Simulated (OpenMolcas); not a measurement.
Cr2+ with its 8 nearest fluoride ions at 2.334 Å, on the Sr site of SrF2 (a = 5.796 Å, distance in the model lattice 2.510 Å). The rest of the host is ab initio model potentials to 7.6 Å and point charges beyond; the distance is set by hand and nothing relaxes. Ligand basis ANO-RCC-VDZP.

- Program: OpenMolcas 26.06
- Method: CASSCF
- Basis: ANO-RCC-VDZP [5s4p2d1f]
- Scalar Hamiltonian: DKH2, point nucleus
- Active space: 4 electrons in 5 orbitals (3d)
- State averaging: 2S+1 = 5 even, 5 roots; 2S+1 = 3 even, 45 roots; 2S+1 = 1 even, 50 roots
- Spin-orbit coupling: RASSI with atomic mean-field integrals over the reference wave functions

Question: What is the spin-free ground state (labels of O, the rotations of Oh)?

Answer: 5T2, 3-fold in its orbital part, 100 % from free-ion D terms; it has the highest spin that d4 allows.

Question: Where is the first state of the same spin?

Answer: 5E at 3790 cm-1 above the ground state.

Question: What are the lowest two levels with spin-orbit coupling?

Answer: A 1-fold level A1, then a 3-fold level T1 15.4 cm-1 above it. Their leading multiplicities are 5 (100 %) and 5 (100 %).

Question: What is χT at 300 K, and how does it compare with the textbook value?

Answer: The lowest level has 2S+1 = 5, for which the spin-only value is χT = S(S+1) / 2 = 3.000 cm3 K/mol (g = 2). The computed 2.605 at 300 K differs by -0.395, through orbital momentum, spin-orbit coupling and any other state in reach. With a threefold ground state the orbital momentum is unquenched, so the spin-only value is not expected to hold.

An orbital triplet at a regular site is open to Jahn-Teller coupling, which can distort the site and quench the lowest spin-orbit gaps and is left out. Without dynamic correlation the repulsion within the d shell is too large (B by tens of per cent), so at a given field states of lower spin stand too high. Ligand-to-metal charge-transfer states are missing. With no ligand orbital active B as a rule stays too high, so bands that hang on it stand too high and its fall with covalency is understated. With metal d orbitals alone and no dynamic correlation 10Dq can be off by a tenth to a fifth, either way, in oxide and fluoride hosts. No measured value stands beside these numbers; the geometry was set by hand and not optimised.
